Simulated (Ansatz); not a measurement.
ClH4NO2Ti, SMILES `[NH2][Ti]([OH])([OH])[Cl]`, 9 atoms. The species carries charge 0 and has multiplicity 1. Correlated methods include outer-core shells of Ti, which these sets cover unevenly. Scalar relativity is left out up to krypton. Hardware: A = 2 threads of an AMD EPYC 7R13 on a shared host; B = 2 threads of an AMD EPYC 7R13 on a shared host and a share of an NVIDIA H100 80 GB. Correlated methods freeze the cores. Open-shell runs search over several starts.

Problem. How many basis functions does each run have, and how long does it take in Ansatz? RHF-MP2/def2-QZVPP energy [B]; UKS ωB97X-V/def2-TZVPP energy of the cation [A]; RKS PBE0-D4/def2-QZVPP energy [B]; RKS PBE0-D4/def2-TZVP frequencies [B]; RKS B3LYP-D4/def2-TZVPP energy and forces [A]; RKS PBE0-D4/def2-SVP energy [A]; RKS ωB97M-V/def2-TZVPP energy and forces [A]; direct RPA on PBE orbitals/def2-TZVPP energy [A]; UKS PBE-D4/def2-TZVPP energy of the cation [A]; UKS r2SCAN-D4/def2-TZVPP energy of the cation [A]; UKS B3LYP-D4/def2-TZVPP energy of the cation [A]; RKS ωB97M-V/def2-QZVPP energy [B]. (Estimate.)

Solution. Ansatz gave: Other jobs shared the machine, so times are rough.

```
                                level                       job  functions  wall time  peak host memory (GiB)
                 RKS PBE0-D4/def2-SVP                energy [A]        111      2.5 s                    0.25
               RKS PBE0-D4/def2-QZVPP                energy [B]        454      3.4 s                    0.93
                   RHF-MP2/def2-QZVPP                energy [B]        454      3.5 s                    0.91
               RKS ωB97M-V/def2-QZVPP                energy [B]        454      4.4 s                       1
              RKS B3LYP-D4/def2-TZVPP     energy and forces [A]        255        9 s                    0.81
direct RPA on PBE orbitals/def2-TZVPP                energy [A]        255       13 s                    0.71
                UKS PBE-D4/def2-TZVPP  energy of the cation [A]        255       18 s                    0.57
               RKS ωB97M-V/def2-TZVPP     energy and forces [A]        255       20 s                       1
              UKS B3LYP-D4/def2-TZVPP  energy of the cation [A]        255       22 s                       1
             UKS r2SCAN-D4/def2-TZVPP  energy of the cation [A]        255       29 s                    0.65
               UKS ωB97X-V/def2-TZVPP  energy of the cation [A]        255       38 s                     1.3
                RKS PBE0-D4/def2-TZVP           frequencies [B]        199       73 s                    0.85
```

B3LYP here is the variant with VWN-RPA as its local correlation; programs differ in this.
